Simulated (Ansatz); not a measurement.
Computed with Ansatz on PBE0-D4/def2-TZVP structures; ΔE is electronic, products minus reactants. CBS: MP2 limit from def2 TZ/QZ plus the TZ coupled-cluster correction, frozen cores. This one scheme is used for every species. One conformer a species, not always the lowest.

Reaction (formal exchange of groups at the Si–C bond): `B[SiH2][CH]1[NH][AlH]1` + `C#N` → `B[SiH2]C#N` + `[CH2]1[NH][AlH]1`

| species | SCS-MP2/def2-TZVPP energy (Eh) |
| --- | --- |
| `B[SiH2][CH]1[NH][AlH]1` | -652.58903 |
| `C#N` | -93.25074 |
| `B[SiH2]C#N` | -408.84486 |
| `[CH2]1[NH][AlH]1` | -337.01149 |

Task: Work out ΔE.

Result: ΔE = (-408.84486) + (-337.01149) − (-652.58903) − (-93.25074) = -0.01658 Eh = -43.5 kJ/mol. CCSD(T)/CBS gives -38.6 kJ/mol.

Largest T1 diagnostic among the species: 0.015.

From PBE to PBE0 (25 % exact exchange), in def2-TZVPP and without D4, ΔE moves by −3.3 kJ/mol. The D4 term adds +8.5 kJ/mol with B3LYP and +4.8 kJ/mol with PBE0; it sums over pairs of atoms, weighted by their polarisabilities, and B3LYP, whose exchange is more repulsive, gets the larger term. In def2-TZVPP, CCSD(T) changes the Hartree–Fock value by +18.6 kJ/mol (the triples alone add +3.2 kJ/mol) and MP2 by +19.4 kJ/mol.

B3LYP here is the variant with VWN-RPA as its local correlation; programs differ in this.
